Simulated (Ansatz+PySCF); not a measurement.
## quartet TiH: levels of theory in one basis

```xyz
2

Ti    0.0000    0.0000    0.0000
H     0.0000    0.0000    1.7790
```

Basis set: def2-SVP (spherical functions). Frozen core: 5 orbitals. Correlation on ROHF uses semicanonical orbitals with singles. Charge 0, multiplicity 4.

Computed with Ansatz (development build ahead of 0.2.0); each method stands on the lowest determinant of its kind that the runs found.

```
  method  E − E(ROHF) (eV)  <S²> of the determinant
    ROHF              0.00                     3.75
     UHF             -0.08                     3.76
ROHF-MP2             -4.86                        –
 UHF-MP2             -4.84                     3.76
```

**Question.** Is a single determinant a sound starting point here?

**Answer.** By this sign, yes. Unrestricted orbitals gain 0.08 eV and <S²> is 3.76 against 3.75 for a pure state.
